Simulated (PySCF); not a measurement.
A calculated (MN15, PySCF 2.14, aug-cc-pwCVTZ-DK, scalar relativity by spin-free X2C-1e) atom or ion has these occupied shells.

| shell | electrons | orbital energy (eV) | rms radius, mean of both spins (bohr) |
| --- | --- | --- | --- |
| 1s α | 1 | -4411.4 | 0.0847 |
| 1s β | 1 | -4411.4 | 0.0847 |
| 2s α | 1 | -494.28 | 0.379 |
| 2s β | 1 | -494.27 | 0.379 |
| 2p β | 3 | -415.94 | 0.342 |
| 2p α | 3 | -415.92 | 0.342 |
| 3s α | 1 | -80.274 | 1.14 |
| 3s β | 1 | -79.982 | 1.14 |
| 3p α | 3 | -58.555 | 1.22 |
| 3p β | 3 | -58.361 | 1.22 |
| 4s α | 1 | -19.373 | 3.16 |

Q: Name the element and its charge.

A: Sc²⁺ (scandium, charge +2), in [Ar] 4s1, 2S determinant (an excited configuration).
